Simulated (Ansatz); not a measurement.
One change: `F[SiH](F)O[SiH2]Cl` becomes `F[SiH2]O[SiH2]Cl`.

Ansatz, PBE0-D4/def2-TZVP geometries, multiplicity 1. Each molecule was computed in one conformer, which needn't be the lowest.

```json
{"property": "LUMO energy (PBE0/def2-TZVPP) / eV", "`F[SiH](F)O[SiH2]Cl`": "0.11"}
{"property": "LUMO energy (B3LYP/def2-TZVPP) / eV", "`F[SiH](F)O[SiH2]Cl`": "-0.10"}
{"property": "HOMO–LUMO gap (PBE0/def2-TZVPP) / eV", "`F[SiH](F)O[SiH2]Cl`": "9.30"}
{"property": "size of the dipole moment (ωB97M-V/def2-TZVPP) / D", "`F[SiH](F)O[SiH2]Cl`": "1.12"}
{"property": "HOMO energy (PBE0/def2-TZVPP) / eV", "`F[SiH](F)O[SiH2]Cl`": "-9.19"}
{"property": "size of the dipole moment (PBE/def2-TZVPP) / D", "`F[SiH](F)O[SiH2]Cl`": "1.07"}
```

Q: Give the same properties after the change, and the shifts. (An estimate is asked.)

A: Computed: 
```
                                          property  `F[SiH2]O[SiH2]Cl`  shift
                LUMO energy (PBE0/def2-TZVPP) / eV                0.16   0.05
               LUMO energy (B3LYP/def2-TZVPP) / eV               -0.04   0.06
              HOMO–LUMO gap (PBE0/def2-TZVPP) / eV                9.20  -0.10
size of the dipole moment (ωB97M-V/def2-TZVPP) / D                1.33   0.21
                HOMO energy (PBE0/def2-TZVPP) / eV               -9.04   0.15
    size of the dipole moment (PBE/def2-TZVPP) / D                1.26   0.19
```

With PBE0 the HOMO rises by 0.15 eV and the LUMO rises by 0.05 eV, so the gap narrows by about 0.10 eV. PBE moves the HOMO by 0.14 eV and ωB97M-V by 0.15 eV. Dipoles are sizes alone; their direction can turn.

Positive LUMOs are unbound, so they and the gaps depend on the basis.

B3LYP here is the variant with VWN-RPA as its local correlation; programs differ in this.
